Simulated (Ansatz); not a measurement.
The multiplicity is imposed and other spin states were not computed.

Cartesian coordinates (Å):
```xyz
5

Cu    -0.2638    -0.0651    -0.1490
N     -2.8111    -0.6983    -1.6062
C     -1.8104    -0.4494    -1.0330
H     -3.6659    -0.9108    -2.0957
H      1.0421     0.2591     0.5964
```
Charge 0, multiplicity 1.

The numbers are results of Ansatz (a first-principles code) with frozen-core CCSD(T)/def2-TZVPP // TPSS-D3(BJ)/def2-SVP, not measurements.

```yaml
HF energy: -1732.38714 Ha
MP2 correlation energy: -1.26048 Ha
```

### Question
Estimate the CCSD correlation energy, the (T) correction, the total energy and the T1 diagnostic.

### Answer

The CCSD correlation energy is -1.13695 Ha and the (T) correction is -0.04866 Ha. The CCSD(T) total energy is -1733.57275 Ha and the T1 diagnostic is 0.027.
